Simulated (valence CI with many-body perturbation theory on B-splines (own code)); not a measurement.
Pb LX in three bases

Computed by valence CI with perturbative core correlation (CI+MBPT): five valence electrons over a frozen Dirac-Fock core [Ar], radial functions for each j: 7 s, 7 p, 8 d, 6 f, 4 g, 1 h, with the one-electron correlation potential Σ1, the two-electron term Σ2, the three-electron term Σ3, Breit, model QED; selected CI, second order for the rest, scaled by the run's own slope (own B-spline code, finite nucleus).

No measured spectrum was set against this ion. As an estimate, large intervals hold to a few tenths of a per cent, small ones and those within an open d or f shell to about a per cent. Among the levels kept, up to 490 cm⁻¹ of a level comes from second order outside the variational space, and about a tenth of that is noise between levels of different J, which matters for small intervals. The list stops below the first excitations out of the core. Only levels of the ground parity were solved; by the run's estimate the other parity begins above the list, which can be wrong where configurations are misplaced.

The reference run has the lowest level (3d3/2^4 3d5/2) J=5/2 and an ionisation energy of 6162.69 eV. Its largest variational space holds 20000 state functions.

Levels are named by their leading jj configuration (3d3/2^4 stands for four electrons in 3d with j = 3/2), which in mixed levels can hold well under half, so a name can repeat and another be missing. Letters in brackets count levels of one name in rising energy.

Changed runs:
A. basis 6 s, 6 p, 5 d, 5 f, 1 g
B. basis 5 s, 5 p, 4 d, 4 f

Excitation energies of the reference run in cm⁻¹, and shifts in cm⁻¹:

```
                      Level  Reference      A      B
(3d3/2^3 3d5/2^2) J=5/2 [a]     818523   -279   -611
(3d3/2^3 3d5/2^2) J=7/2 [a]     920804    -82   +176
   (3d3/2^3 3d5/2^2) J=11/2     928629   -0.5   +219
(3d3/2^3 3d5/2^2) J=3/2 [a]     941649   -124    +77
    (3d3/2^3 3d5/2^2) J=9/2     984967   +5.6   +627
(3d3/2^3 3d5/2^2) J=5/2 [b]    1023670    +27   +915
(3d3/2^3 3d5/2^2) J=7/2 [b]    1062060    +76  +1007
    (3d3/2^3 3d5/2^2) J=1/2    1067370    -38   +880
(3d3/2^3 3d5/2^2) J=3/2 [b]    1234810   +169  +1463
(3d3/2^2 3d5/2^3) J=5/2 [a]    1728400   -352   -673
   (3d3/2^2 3d5/2^3) J=11/2    1809390   -153   -8.0
(3d3/2^2 3d5/2^3) J=7/2 [a]    1810180   -242    -10
     Ionisation energy (eV)    6162.69  -0.11  -0.21
```
